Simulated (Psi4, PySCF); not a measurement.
Input for Psi4:
```
memory 2 GB

molecule {
1 2
F    -0.00000000   -0.00000000   -0.64677315
F     0.00000000    0.00000000    0.64677315
}

set {
  basis cc-pvtz
  reference uhf
  freeze_core true
  mp2_type conv
  scf_type pk
  puream true
  d_convergence 1e-8
}

energy('ccsd(t)')
print_variables()
```

### Question
Write the same job for PySCF.

### Answer
Several could match; the one computed here: 
```python
from pyscf import gto, scf, cc

mol = gto.M(
    atom='''
F    -0.00000000   -0.00000000   -0.64677315
F     0.00000000    0.00000000    0.64677315
''',
    basis='cc-pvtz',
    charge=1,
    spin=1,
    verbose=3,
)

mf = scf.UHF(mol)
mf.kernel()

mycc = cc.CCSD(mf, frozen=2)
mycc.kernel()
et = mycc.ccsd_t()
print('E(CCSD(T)) = %.10f' % (mycc.e_tot + et))
```

Both were run: Psi4 gave -198.726504 Eh and PySCF -198.726504 Eh, 0.000 mEh apart.
